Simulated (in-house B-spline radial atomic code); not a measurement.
**Ionising Nb IV (Nb3+) with different functionals**

Computed with a B-spline radial code for spherical atoms: non-relativistic Hamiltonian, point nucleus, spin-polarised at highest spin, spherical fractional occupations for the functionals, the average over the highest-spin determinants for Hartree-Fock. The ionisation energy is the difference of two self-consistent energies, [Kr] 4d2 → [Kr] 4d1, without Breit or QED terms; ε is the level of the shell that loses the electron (its least bound occupied spin orbital). There is no spin-orbit coupling in this Hamiltonian.

Hybrids are left out here: with spherical fractional occupations of an open shell their exact exchange keeps a self-interaction that integer-occupation calculations don't have.

```json
{"method": "Hartree-Fock", "rung": "Hartree-Fock", "ΔSCF (eV)": "?", "-ε(4d) (eV)": "?"}
{"method": "LDA VWN5", "rung": "LDA", "ΔSCF (eV)": "38.09", "-ε(4d) (eV)": "31.84"}
{"method": "LDA PW92", "rung": "LDA", "ΔSCF (eV)": "38.08", "-ε(4d) (eV)": "31.83"}
{"method": "LDA exchange-only", "rung": "LDA", "ΔSCF (eV)": "36.74", "-ε(4d) (eV)": "30.58"}
{"method": "PBE", "rung": "GGA", "ΔSCF (eV)": "37.98", "-ε(4d) (eV)": "31.74"}
{"method": "PBEsol", "rung": "GGA", "ΔSCF (eV)": "37.94", "-ε(4d) (eV)": "31.71"}
{"method": "BLYP", "rung": "GGA", "ΔSCF (eV)": "37.80", "-ε(4d) (eV)": "31.54"}
{"method": "RPBE", "rung": "GGA", "ΔSCF (eV)": "37.94", "-ε(4d) (eV)": "31.70"}
{"method": "PW91", "rung": "GGA", "ΔSCF (eV)": "38.04", "-ε(4d) (eV)": "31.80"}
{"method": "BP86", "rung": "GGA", "ΔSCF (eV)": "38.01", "-ε(4d) (eV)": "31.78"}
{"method": "AM05", "rung": "GGA", "ΔSCF (eV)": "37.91", "-ε(4d) (eV)": "31.68"}
{"method": "OLYP", "rung": "GGA", "ΔSCF (eV)": "38.07", "-ε(4d) (eV)": "31.78"}
{"method": "TPSS", "rung": "meta-GGA", "ΔSCF (eV)": "37.81", "-ε(4d) (eV)": "31.59"}
{"method": "SCAN", "rung": "meta-GGA", "ΔSCF (eV)": "37.75", "-ε(4d) (eV)": "31.62"}
{"method": "r2SCAN", "rung": "meta-GGA", "ΔSCF (eV)": "37.77", "-ε(4d) (eV)": "31.64"}
{"method": "M06-L", "rung": "meta-GGA", "ΔSCF (eV)": "37.51", "-ε(4d) (eV)": "31.31"}
{"method": "revTPSS", "rung": "meta-GGA", "ΔSCF (eV)": "?", "-ε(4d) (eV)": "?"}
```

Problem. What does revTPSS give?

Solution. ΔSCF 37.75 eV, and -ε(4d) = 31.53 eV.

Problem. What does Hartree-Fock give?

Solution. ΔSCF 36.76 eV, and -ε(4d) = 37.34 eV.

Problem. How do they compare with the NIST value?

Solution. NIST lists 37.61 eV ± 0.022 (measured, ground level to ground level). Errors run from -0.87 to +0.47 eV; M06-L is closest (-0.10 eV), but part of that can be cancellation, since the calculations leave out relativity, Breit-QED terms, multiplet and fine-structure energies. Hartree-Fock also lacks correlation.
